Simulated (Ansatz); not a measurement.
Z-matrix (Å, degrees):
```
In
Cl 1 2.293
Cl 1 2.293 2 120.0
Cl 1 2.293 2 120.0 3 -179.9
```

Total charge 0; spin multiplicity 1. In: def2 effective core potential.

Task: List the r2SCAN/def2-TZVPP orbital energies in eV (the Gaussian-basis code of Ansatz). (Best estimate.)

Result: Ansatz gave: Occupied: -2753.76, -2753.76, -2753.76, -255.11, -255.11, -255.11, -193.66, -193.66, -193.66, -193.52, -193.52, -193.52, -193.50, -193.50, -193.50, -127.48, -84.19, -83.93, -83.93, -22.33, -22.27, -22.27, -21.32, -21.32, -20.68, -20.24, -20.24, -12.01, -9.92, -9.92, -9.05, -8.56, -8.56, -8.50, -8.50, -8.40. Lowest empty: -3.58, -2.31, 0.61, 0.62, 1.76, 2.26, 2.30, 2.31.
